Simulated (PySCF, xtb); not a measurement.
calicene (C8H6), SMILES C1=CC1=C1C=CC=C1.

GFN2-xTB (xtb) at its own geometry gives an orbital gap of 2.39 eV and a dipole moment of 3.92 D.

The structure is a stationary point at B3LYP-D3(BJ)/def2-SVP.

Task: What does PySCF with r2SCAN/def2-TZVP give? (An estimate is asked for; the answer gives what the named calculation found.)

Result: gap 2.57 eV (levels -4.72 and -2.15 eV), dipole 4.71 D.
